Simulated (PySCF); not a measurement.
**Electron correlation in Hf²⁺ (hafnium, charge +2)**

[Xe] 4f14 5d1 6p1, one real determinant (an excited configuration). All numbers are calculated (PySCF 2.14, scalar relativity by spin-free X2C-1e, in ANO-RCC-VTZP (8s7p5d3f2g1h, 104 functions)). Frozen: [Xe] 4f14; 2 electrons correlated.

Total MP2 correlation energy: -2.53 mhartree.

Same-spin part -2.53 and opposite-spin part 0.00 mhartree; SCS-MP2 scales them by 1/3 and 6/5 to -0.84 mhartree.

The reference is one real determinant that mixes LS terms of this configuration.
